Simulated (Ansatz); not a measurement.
Basis sets compared for Li2Al3⁻. Charge -1, multiplicity 1. Geometry PBE-D4/def2-TZVPD. Ansatz on 4 threads of Arm Neoverse N1 on a shared host; times are rough, and most runs start from earlier orbitals.

```xyz
5

Li    0.505    1.731   -0.122
Li    1.040   -1.326   -0.763
Al    1.029   -0.089    1.821
Al   -1.462    0.478   -1.561
Al   -1.112   -0.794    0.626
```

At PBE-D4/def2-SVPD, PBE-D4/def2-TZVPD the highest occupied level of the charge -1 singlet lies above zero (up to 0.50 eV). By energy differences its removal costs 1.30 eV (vertical, to the charge 0 doublet, at PBE0-D4/def2-TZVPD). At PBE0-D4/def2-TZVPD a triplet of charge -1 lies 0.23 eV below the restricted singlet, each at its own geometry. The structure comes from a short search, and lower isomers may exist.

| level | functions | energy (Eh) | HOMO (eV) | LUMO (eV) | wall time |
| --- | --- | --- | --- | --- | --- |
| PBE-D4/def2-SVPD | 96 | -741.6633 | 0.50 | 1.04 | 1.6 s |
| PBE0-D4/def2-SVPD | 96 | -741.7251 | -0.10 | 1.49 | 1.9 s |

Task: Estimate the rows for PBE-D4/def2-TZVPD (with forces), PBE0-D4/def2-TZVPD.

Result: 
```
                          level  functions  energy (Eh)  HOMO (eV)  LUMO (eV)  wall time
PBE-D4/def2-TZVPD (with forces)        163    -741.9279       0.48       1.00        3 s
             PBE0-D4/def2-TZVPD        163    -741.9856      -0.11       1.44      3.7 s
```
